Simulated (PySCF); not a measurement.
Molfile (atoms numbered from 1):
```
CH9BN2Si
     RDKit          3D

 14 13  0  0  0  0  0  0  0  0999 V2000
    1.8062   -1.5967   -0.5443 B   0  0  0  0  0  0  0  0  0  0  0  0
    0.6519   -0.8350   -0.7569 N   0  0  0  0  0  0  0  0  0  0  0  0
    0.0226    0.4820    0.2330 Si  0  0  2  0  0  4  0  0  0  0  0  0
   -1.5321   -0.0045    1.1507 C   0  0  0  0  0  0  0  0  0  0  0  0
   -0.4102    1.7560   -0.8551 N   0  0  0  0  0  0  0  0  0  0  0  0
    2.5147   -1.3485    0.4066 H   0  0  0  0  0  0  0  0  0  0  0  0
    2.0875   -2.4927   -1.3110 H   0  0  0  0  0  0  0  0  0  0  0  0
    0.0895   -1.0668   -1.5726 H   0  0  0  0  0  0  0  0  0  0  0  0
    1.1179    0.7799    1.2054 H   0  0  0  0  0  0  0  0  0  0  0  0
   -2.3287   -0.2985    0.4496 H   0  0  0  0  0  0  0  0  0  0  0  0
   -1.9086    0.8277    1.7671 H   0  0  0  0  0  0  0  0  0  0  0  0
   -1.3311   -0.8537    1.8215 H   0  0  0  0  0  0  0  0  0  0  0  0
   -1.1024    2.4389   -0.5684 H   0  0  0  0  0  0  0  0  0  0  0  0
    0.3025    2.1916   -1.4306 H   0  0  0  0  0  0  0  0  0  0  0  0
  1  2  1  0
  2  3  1  0
  3  4  1  0
  3  5  1  0
  1  6  1  0
  1  7  1  0
  2  8  1  0
  3  9  1  1
  4 10  1  0
  4 11  1  0
  4 12  1  0
  5 13  1  0
  5 14  1  0
M  END
```

Geometry: PBE0-D3(BJ)/def2-SVP; GIAO absolute shieldings from PySCF, gas phase, non-relativistic, averaged over equivalent atoms.

At PBE0/cc-pVDZ (119 basis functions, 10 s wall time on 1 thread of an Arm Neoverse V2, shared host):
```tsv
atoms	σ (ppm)
B1	72.7
N2	135.3
N5	253.5
Si3	425.7
C4	196.1
H6/H7	25.95
H9	26.11
H8	26.61
H10/H11/H12	31.14
H13/H14	31.27
```

What do these become at WP04/pcSseg-1?

## Answers


```json
{"atoms": "B1", "σ at WP04/pcSseg-1": "53.8", "change": "-18.9"}
{"atoms": "N2", "σ at WP04/pcSseg-1": "119.5", "change": "-15.8"}
{"atoms": "N5", "σ at WP04/pcSseg-1": "231.2", "change": "-22.3"}
{"atoms": "Si3", "σ at WP04/pcSseg-1": "356.7", "change": "-69.0"}
{"atoms": "C4", "σ at WP04/pcSseg-1": "172.1", "change": "-24.0"}
{"atoms": "H6/H7", "σ at WP04/pcSseg-1": "27.15", "change": "+1.20"}
{"atoms": "H9", "σ at WP04/pcSseg-1": "27.15", "change": "+1.04"}
{"atoms": "H8", "σ at WP04/pcSseg-1": "27.33", "change": "+0.72"}
{"atoms": "H10/H11/H12", "σ at WP04/pcSseg-1": "31.36", "change": "+0.22"}
{"atoms": "H13/H14", "σ at WP04/pcSseg-1": "31.25", "change": "-0.02"}
```

The largest change is at Si3 (silicon bonded to C, 2 N, H). Cost: 137 basis functions, 10 s wall time on 1 thread of an Arm Neoverse V2, shared host.
